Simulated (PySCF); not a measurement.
Computed properties of Al(H)2(NCO) (CH2AlNO), SMILES [N](=C=O)[AlH2]

Al(H)2(NCO) (CH2AlNO), SMILES C(=O)=[N][AlH2]. Geometry: B3LYP-D3(BJ)/def2-SVP. The values are those of a single conformer. All values are computed for the isolated molecule unless a solvent is named; none is compared with measurement here.

**Structure.** The optimised structure has C2v symmetry. All 12 harmonic modes at B3LYP-D3(BJ)/def2-SVP (PySCF) are real, so it is a minimum. With heavy atoms numbered as in [AlH2:1][N:4]=[C:5]=[O:6], the shortest bond between them is C5–O6 at 1.172 Å and the longest Al1–N4 at 1.783 Å.

**Vibrations.** The strongest infrared lines (harmonic, unscaled, degenerate partners summed) lie at 2417 cm⁻¹ (1416 km/mol, C 70 %, N 18 %, O 12 %), 801 cm⁻¹ (354 km/mol, H 93 %), 1981 cm⁻¹ (233 km/mol, H 95 %). The softest mode is at 100 cm⁻¹ and the zero-point energy is 17.0 kcal/mol.

**Electronic structure.** PBE0/def2-TZVPD (PySCF) places the frontier levels at -8.36 and -1.77 eV, a gap of 6.59 eV, and gives a dipole moment of 2.21 D and a mean polarisability of 49.8 bohr³.

**Excitations.** TDA-ωB97X/def2-SVPD (PySCF) has S1 at 5.50 eV (225 nm, f = 0.000, dark); the most intense of the 10 singlets computed lies at 8.52 eV (f = 0.36). T1 (TDA) is at 5.25 eV, 0.25 eV under S1. No vertical singlet excitation falls in the visible range (under 3.1 eV).

**NMR.** GIAO shifts at PBE0/pcSseg-2 (PySCF) (non-relativistic, atoms alike by connectivity averaged): ¹³C at 134.3 ppm against TMS; ¹H at 4.9 ppm against TMS.
